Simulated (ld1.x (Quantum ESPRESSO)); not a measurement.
What one change does to a pseudopotential (tellurium (Te), TM)

- Element: tellurium (Te)
- Generator: ld1.x (Quantum ESPRESSO) 7.5
- Type: norm-conserving Troullier–Martins (Kleinman–Bylander form)
- Functional: PBE
- Relativity: fully relativistic
- Frozen core: [Kr] 4d10
- Valence charge: 6
- Reference configuration: 5s2 5p4
- Partial waves: 5s (bound): rc 1.65 bohr; 5p (bound): rc 1.85 bohr; 5d channel at 0.2 Ry: rc 1.95 bohr
- Local potential: all-electron potential smoothed inside 1.90 bohr (lloc = -1)
- Core correction: a·sin(br)/r model core inside 1.30 bohr

Open shells are filled in proportion to 2j + 1 (rel_dist='average').

Change: wave 5d channel at 0.2 Ry: rc 1.95 bohr becomes 5d channel at 3.23 Ry: rc 1.95 bohr.

Cutoffs: the cutoffs (Ry, on a coarse ladder) from which the occupation-weighted sum of valence levels, in a spherical-Bessel basis at the reference potential, stays within 10 and 1 mRy of its value at 400 Ry; they do not see the model core or the augmentation charge, which bear on the density cutoff. Errors are all-electron minus pseudo energies relative to the spin-unpolarised reference configuration.

Question: What does the change do?

Answer: The potential gets neither clearly harder nor softer (30 Ry and 60 Ry → 30 Ry and 60 Ry); the bound ghost in d disappears; the errors of the 7 common tests hardly move; the range in which the d3/2 phases agree widens (upper end 0.9 → at the end of the scan); the range in which the d5/2 phases agree widens (upper end 0.9 → at the end of the scan).

| quantity | base | changed |
| --- | --- | --- |
| cutoff, loose | 30 Ry | 30 Ry |
| cutoff, tight | 60 Ry | 60 Ry |
| bound ghosts | d5/2 | none |
| error for 5s2 5p3, meV [ΔE 9.75 eV] | +2.0 | +2.0 |
| error for 5s2 5p2, meV [ΔE 27.70 eV] | +3.2 | +3.2 |
| error for 5s2 5p1, meV [ΔE 54.63 eV] | -16 | -16 |
| error for 5s0 5p6, meV [ΔE 18.63 eV] | -30 | -30 |
| error for 5s2 5p0, meV [ΔE 91.14 eV] | -102 | -102 |
| error for 5s2 5p4.3, meV [ΔE -1.47 eV] | +0.2 | +0.2 |
| error for 5s1 5p5, meV [ΔE 9.22 eV] | -6.9 | -6.9 |
| s: phases at 2.15 bohr within 0.05 rad from the reference energy up to (Ry; the scan ends near 5) | -0.0 | -0.0 |
| p1/2: phases at 2.15 bohr within 0.05 rad from the reference energy up to (Ry; the scan ends near 5) | 2.2 | 2.2 |
| p3/2: phases at 2.15 bohr within 0.05 rad from the reference energy up to (Ry; the scan ends near 5) | 1.7 | 1.7 |
| d3/2: phases at 2.15 bohr within 0.05 rad from the reference energy up to (Ry; the scan ends near 5) | 0.9 | to the end of the scan |
| d5/2: phases at 2.15 bohr within 0.05 rad from the reference energy up to (Ry; the scan ends near 5) | 0.9 | to the end of the scan |

 A true bound ghost makes a file unfit for plane-wave use even where its test errors are small: the radial tests pick states by their node count and pass the ghost by.
